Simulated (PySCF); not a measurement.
# Energy of Cl⁺ (chlorine, charge +1) between two integer charges

The 3p beta orbital of [Ne] 3s2 3p4 is emptied in steps (occupation f), with all orbitals relaxed, ending at [Ne] 3s2 3p3. Computed with PySCF 2.14 in aug-pcseg-2 (6s5p3d2f, 50 functions), with no relativity, point nucleus. The exact energy is a straight line in f; departures are measured from the line between the end points of the same method.

```tsv
f	UHF (eV)	LDA (eV)	PBE (eV)	PBE0 (eV)	r2SCAN (eV)	LC-wPBE (eV)	BHandHLYP (eV)	wB97X (eV)	r2SCAN0 (eV)	B3LYP (eV)
1	0.000	0.000	0.000	0.000	0.000	0.000	0.000	0.000	0.000	0.000
0.75	0.191	-1.060	-1.027	-0.729	-0.946	-0.177	-0.452	-0.261	-0.671	-0.810
0.5	0.246	-1.416	-1.365	-0.966	-1.247	-0.229	-0.608	-0.350	-0.883	-1.083
0.25	0.179	-1.062	-1.017	-0.718	-0.920	-0.164	-0.461	-0.265	-0.650	-0.813
0	0.000	0.000	0.000	0.000	0.000	0.000	0.000	0.000	0.000	0.000
```

**Question.** For r2SCAN, how does the orbital energy at f = 1 compare with the removal energy?

**Answer.** −ε = 18.736 eV against a total-energy difference of 23.828 eV. By Janak's theorem ε = ∂E/∂f, so the gap between them reflects the curvature. Along the path −ε is 21.343 (f = 0.75), 23.896 (f = 0.5), 26.356 (f = 0.25) eV.

```json
{"method": "UHF", "E(f=0) − E(f=1) (eV)": "22.592", "−ε at f=1 (eV)": "23.645", "−ε at f=0.5 (eV)": "22.561"}
{"method": "LDA", "E(f=0) − E(f=1) (eV)": "23.970", "−ε at f=1 (eV)": "18.340", "−ε at f=0.5 (eV)": "23.964"}
{"method": "PBE", "E(f=0) − E(f=1) (eV)": "23.860", "−ε at f=1 (eV)": "18.378", "−ε at f=0.5 (eV)": "23.887"}
{"method": "PBE0", "E(f=0) − E(f=1) (eV)": "23.852", "−ε at f=1 (eV)": "19.956", "−ε at f=0.5 (eV)": "23.879"}
{"method": "r2SCAN", "E(f=0) − E(f=1) (eV)": "23.828", "−ε at f=1 (eV)": "18.736", "−ε at f=0.5 (eV)": "23.896"}
{"method": "LC-wPBE", "E(f=0) − E(f=1) (eV)": "24.013", "−ε at f=1 (eV)": "23.051", "−ε at f=0.5 (eV)": "24.047"}
{"method": "BHandHLYP", "E(f=0) − E(f=1) (eV)": "23.801", "−ε at f=1 (eV)": "21.407", "−ε at f=0.5 (eV)": "23.778"}
{"method": "wB97X", "E(f=0) − E(f=1) (eV)": "23.885", "−ε at f=1 (eV)": "22.495", "−ε at f=0.5 (eV)": "23.877"}
{"method": "r2SCAN0", "E(f=0) − E(f=1) (eV)": "23.811", "−ε at f=1 (eV)": "20.194", "−ε at f=0.5 (eV)": "23.864"}
{"method": "B3LYP", "E(f=0) − E(f=1) (eV)": "23.993", "−ε at f=1 (eV)": "19.682", "−ε at f=0.5 (eV)": "23.986"}
```

Reference removal energy between the ground levels: 23.814 eV (measured; NIST Atomic Spectra Database, ionization energies). The calculation has no spin-orbit coupling. UHF lacks correlation.
